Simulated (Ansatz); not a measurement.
Rb4⁻, relaxed as a doublet with UKS PBE/def2-TZVPD in Ansatz, starting from the GFN2-xTB geometry. Force threshold 0.02 eV/Å.

In the def2 sets Rb takes a core potential; there is no spin–orbit coupling. The highest occupied level of the charge -1 doublet lies above zero (up to 0.14 eV). The electron is either unbound and held by the finite basis, or the level is raised by self-interaction error. The structure comes from a short search, and lower isomers may exist.

Start:

```xyz
4

Rb    1.7277   -1.9929   -0.5161
Rb   -2.3111   -1.0333    0.9479
Rb   -0.4534    1.3808   -2.1790
Rb    1.0368    1.6453    1.7472
```

```json
{"step": "1", "energy (eV)": "-2622.9508", "largest force component (eV/Å)": "0.353", "SCF passes": "89"}
{"step": "2", "energy (eV)": "-2622.9972", "largest force component (eV/Å)": "0.301", "SCF passes": "38"}
{"step": "3", "energy (eV)": "-2623.1347", "largest force component (eV/Å)": "0.115", "SCF passes": "34"}
{"step": "4", "energy (eV)": "-2623.1720", "largest force component (eV/Å)": "0.020", "SCF passes": "36"}
{"step": "5", "energy (eV)": "-2623.1733", "largest force component (eV/Å)": "0.007", "SCF passes": "31"}
{"step": "6", "energy (eV)": "-2623.1735", "largest force component (eV/Å)": "0.003", "SCF passes": "28"}
{"step": "7", "energy (eV)": "-2623.1735", "largest force component (eV/Å)": "0.004", "SCF passes": "22"}
{"step": "8", "energy (eV)": "-2623.1736", "largest force component (eV/Å)": "0.004", "SCF passes": "31"}
{"step": "9", "energy (eV)": "-2623.1741", "largest force component (eV/Å)": "0.007", "SCF passes": "38"}
{"step": "10", "energy (eV)": "-2623.1747", "largest force component (eV/Å)": "0.010", "SCF passes": "38"}
{"step": "11", "energy (eV)": "-2623.1758", "largest force component (eV/Å)": "0.014", "SCF passes": "39"}
{"step": "12", "energy (eV)": "-2623.1853", "largest force component (eV/Å)": "0.024", "SCF passes": "34"}
{"step": "13", "energy (eV)": "-2623.2045", "largest force component (eV/Å)": "0.037", "SCF passes": "36"}
{"step": "14", "energy (eV)": "-2623.2290", "largest force component (eV/Å)": "0.042", "SCF passes": "34"}
{"step": "15", "energy (eV)": "-2623.2508", "largest force component (eV/Å)": "0.046", "SCF passes": "32"}
{"step": "16", "energy (eV)": "-2623.2783", "largest force component (eV/Å)": "0.048", "SCF passes": "39"}
{"step": "17", "energy (eV)": "-2623.3074", "largest force component (eV/Å)": "0.043", "SCF passes": "43"}
{"step": "18", "energy (eV)": "-2623.3336", "largest force component (eV/Å)": "0.037", "SCF passes": "38"}
{"step": "19", "energy (eV)": "-2623.3574", "largest force component (eV/Å)": "0.030", "SCF passes": "35"}
{"step": "20", "energy (eV)": "-2623.3771", "largest force component (eV/Å)": "0.023", "SCF passes": "34"}
{"step": "21", "energy (eV)": "-2623.3914", "largest force component (eV/Å)": "0.015", "SCF passes": "28"}
```

Force components are those of the run's own axes.

End:

Cartesian coordinates in Å:
```
Rb 0.768 -2.089 -1.171
Rb -1.976 -2.216 2.735
Rb 1.286 2.276 -3.080
Rb -0.078 2.029 1.516
```

Bonds lost: Rb2–Rb3 (atoms count from 1).

The force fell under the threshold at step 4, but the optimiser went on and released 0.219 eV more. No frequencies were taken in this run, so the end may be a saddle point.

Hardware: 4 threads of Arm Neoverse V1 on a shared host. Wall time 69 s.
